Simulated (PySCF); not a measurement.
Species: C5H2F8.
SMILES with atom numbers: `[CH2:1]=[C:2]([F:3])[C:4]([F:5])([F:6])[C:7]([F:8])([F:9])[C:10]([F:11])([F:12])[F:13]` (hydrogens: H14, H15 on C1)

Jobs on this species (15 atoms, 104 electrons) with PySCF (density fitting). Hardware of each: Arm Neoverse N1, one thread, on a shared host. Times come from a shared host and carry two figures at best. Peak memory is the resident size of the whole Python process, interpreter and libraries included.

```tsv
level and settings	work	basis functions	SCF cycles	wall time	peak memory
PBE0/pcSseg-1, IEF-PCM dimethylsulfoxide	shieldings, charges and field gradients	231	?	?	?
PBE0-D3(BJ)/def2-SVP, grid level 1	geometry optimisation from a GFN2-xTB start shaken at random	192	115	11 min	0.88 GiB
PBE0/pcSseg-1, IEF-PCM tetrahydrofuran	shieldings	231	14	93 s	1.2 GiB
```

Question: Fill in the missing figures.

Answer: 
- PBE0/pcSseg-1, IEF-PCM dimethylsulfoxide; shieldings, charges and field gradients: 95 s, 1.1 GiB, 14 SCF cycles

Question: What do all jobs in the table cost together?

Answer: About 14 min; the longest takes about 78 % of that, and about 7.1 times as long as the shortest.
